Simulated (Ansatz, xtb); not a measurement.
# Relative energy of two isomers of C3H7BFN

We compare X, `CC#C[B@H-]([NH3+])F`, a singlet, with Y, `NB/C=C/CF`, a singlet. Both are isolated molecules in the gas phase, relaxed with r2SCAN-D4/def2-SVP, each in the lowest conformer that the search found.

Quicker runs give these differences E(Y) − E(X): GFN2-xTB −4.8 kcal/mol; HF/STO-3G −9.1 kcal/mol (at GFN2-xTB geometries); r2SCAN-D4/def2-SVP//GFN2-xTB +3.9 kcal/mol.

Task: Which of the two would you expect CCSD(T)/def2-SVP + ΔMP2/def2-TZVPP electronic energies to favour?

Result: Structure X; the calculation gives E(Y) − E(X) = +7.6 kcal/mol.

How the difference moves with the method:

```tsv
level	geometry	E(Y) − E(X) (kcal/mol)	departure from the last row (kcal/mol)	job, with rough time for the two
GFN2-xTB	GFN2-xTB	−4.8	−12.4	optimisation, 0.28 s
HF/STO-3G	GFN2-xTB	−9.1	−16.7	single point, 0.65 s
r2SCAN-D4/def2-SVP//GFN2-xTB	GFN2-xTB	+3.9	−3.7	single point, 3.5 s
r2SCAN-D4/def2-SVP	r2SCAN-D4/def2-SVP	+4.3	−3.3	optimisation, 37 s
HF/def2-SVP	r2SCAN-D4/def2-SVP	+3.6	−4.0	part of the CCSD(T) run
MP2/def2-SVP	r2SCAN-D4/def2-SVP	+12.8	+5.2	part of the CCSD(T) run
CCSD(T)/def2-SVP	r2SCAN-D4/def2-SVP	+8.6	+1.0	single point
CCSD(T)/def2-SVP + ΔMP2/def2-TZVPP	r2SCAN-D4/def2-SVP	+7.6		single point, 51 s
```

As drawn, Y has 1 C=C, 1 C–F, 1 C–H in place of 1 C≡C, 1 B–F, 1 N–H.

GFN2-xTB, HF/STO-3G put the two in the other order. The largest departure from CCSD(T)/def2-SVP + ΔMP2/def2-TZVPP is that of HF/STO-3G, 16.7 kcal/mol. A small imaginary or near-zero mode remains, so no thermal terms are given. The last row adds to CCSD(T) the change of the MP2 difference between the two basis sets, here −1.0 kcal/mol.

The correlated steps freeze 6 core orbitals. Codes used: Ansatz 0.2.0, xtb 6.7.1; the last row on 2 threads of Intel(R) Xeon(R) Processor @ 2.70GHz on a shared host.
